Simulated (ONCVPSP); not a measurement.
## Building the ONCV potential for ytterbium (Yb) (PBEsol, scalar-relativistic).

* Element: ytterbium
* Generator: ONCVPSP 4.0.1
* Type: optimised norm-conserving Vanderbilt (ONCV)
* Functional: PBEsol
* Relativity: scalar-relativistic
* Frozen core: [Kr] 4d10
* Valence charge: 24
* Reference configuration: 4f14 5s2 5p6 (charge +2)
* Partial waves: 5s: rc 1.85 bohr, ncon 4, nbas 9, qcut 8.2 1/bohr, 2 projectors, debl 3.3 Ha; 5p: rc 1.40 bohr, ncon 4, nbas 7, qcut 5.8 1/bohr, 2 projectors, debl 1.2 Ha; d scattering state at 0.06 Ha: rc 1.95 bohr, ncon 4, nbas 8, qcut 5.5 1/bohr, 2 projectors, debl 0.8 Ha; 4f: rc 1.10 bohr, ncon 4, nbas 9, qcut 12.7 1/bohr, local
* Local potential: the f channel
* Core correction: Teter function, fcfact 4, rcfact 1.35

In the p channel the program set the typed energies aside and used -1.550, 0.250 Ha. In the d channel the program set the typed energies aside and used 0.050, 0.850 Ha.

All-electron outer shells of the reference configuration (PBEsol, scalar-relativistic, ld1.x):

```csv
shell,level (eV),outermost node (bohr),outermost maximum (bohr)
5p,-42.19,0.62,1.24
4f,-17.66,–,0.49
```

(1) Does this generation succeed?

## Answers

(1) No. ONCVPSP 4.0.1 stopped with "sratom123: lschfb convergence ERROR n,l,iter= 4 3 2": the all-electron bound-state solver failed for one shell.
